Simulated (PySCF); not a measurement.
Correlation energy of Ne²⁺ (neon, charge +2)

[He] 2s2 2p4, high-spin 3P determinant. Calculation: PySCF 2.14, in cc-pVDZ-DK (3s2p1d, 14 functions); scalar relativity by spin-free X2C-1e. Frozen: 1s2; 6 electrons correlated.

MP2 pair energies summed by pair of shells (mhartree):

```
 pair  energy  share (%)
2p-2p  -43.85       46.7
2s-2p  -42.95       45.8
2s-2s   -7.07        7.5
```

Total MP2 correlation energy: -93.86 mhartree.

Same-spin part -22.34 and opposite-spin part -71.53 mhartree; SCS-MP2 scales them by 1/3 and 6/5 to -93.28 mhartree.

| level | correlation energy (mhartree) |
| --- | --- |
| CCSD | -106.25 |
| (T) | -0.64 |
| CCSD(T) | -106.89 |

Diagnostics: T1 = 0.0029, D1 = 0.0048, largest double amplitude 0.031.

Cost of the coupled-cluster step: 0.1 s of wall time on 1 thread of AMD EPYC 7B13 (shared host), for 6 correlated electrons.
